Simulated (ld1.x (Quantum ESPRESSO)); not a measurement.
## Cu (Z = 29): one change to a TM potential, before and after

* Element: copper
* Generator: ld1.x (Quantum ESPRESSO) 7.5
* Type: norm-conserving Troullier–Martins (Kleinman–Bylander form)
* Functional: PBE
* Relativity: scalar-relativistic
* Frozen core: [Ne] 3s2
* Valence charge: 17
* Reference configuration: 3p6 3d10 4s1 4p0
* Partial waves: 4s (bound): rc 1.75 bohr; 3p (bound): rc 0.70 bohr; 3d (bound): rc 1.20 bohr
* Local potential: the d channel
* Core correction: a·sin(br)/r model core inside 0.70 bohr

Change: all radii but the core radius scaled by about 1.18 (s 2.06, p 0.82, d 1.42 bohr).

Cutoffs: the cutoffs (Ry, on a coarse ladder) from which the occupation-weighted sum of valence levels, in a spherical-Bessel basis at the reference potential, stays within 10 and 1 mRy of its value at 400 Ry; they do not see the model core or the augmentation charge, which bear on the density cutoff. Errors are all-electron minus pseudo energies relative to the spin-unpolarised reference configuration.

**Question.** Predict the effect on cutoff, ghosts and configuration errors.

**Answer.** Both files keep a bound ghost (s); of the 7 tests that both files solve, the error grows in 5 and shrinks in 1 by more than 15 % and 0.3 meV (median size 15.3 → 38.5 meV).

```tsv
quantity	base	changed
cutoff, loose	200 Ry	160 Ry
cutoff, tight	over 300 Ry	260 Ry
loose cutoff by channel (10 mRy a level)	s 6 Ry, p 140 Ry, d 140 Ry	s 10 Ry, p 80 Ry, d 110 Ry
bound ghosts	s	s
error for 3p6 3d10 4s0 4p0, meV [ΔE 8.15 eV]	-11	-9.1
error for 3p6 3d9 4s0 4p0, meV [ΔE 29.48 eV]	-7.9	-38
error for 3p6 3d8 4s0 4p0, meV [ΔE 68.50 eV]	-94	-209
error for 3p6 3d7 4s0 4p0, meV [ΔE 128.21 eV]	-314	-474
error for 3p6 3d9 4s2 4p0, meV [ΔE 1.97 eV]	-51	-66
error for 3p6 3d9 4s1 4p0, meV [ΔE 11.58 eV]	-15	-38
error for 3p6 3d10 4s0.5 4p0, meV [ΔE 3.16 eV]	-2.0	-1.8
```

Base: These tests converged, but a pseudo level misses the all-electron one widely, so the file describes the atom poorly there or has found another state: 3p6 3d8 4s0 4p0: empty 4s by 5.7 eV (a node warning on the way). A true bound ghost makes a file unfit for plane-wave use even where its test errors are small: the radial tests pick states by their node count and pass the ghost by.
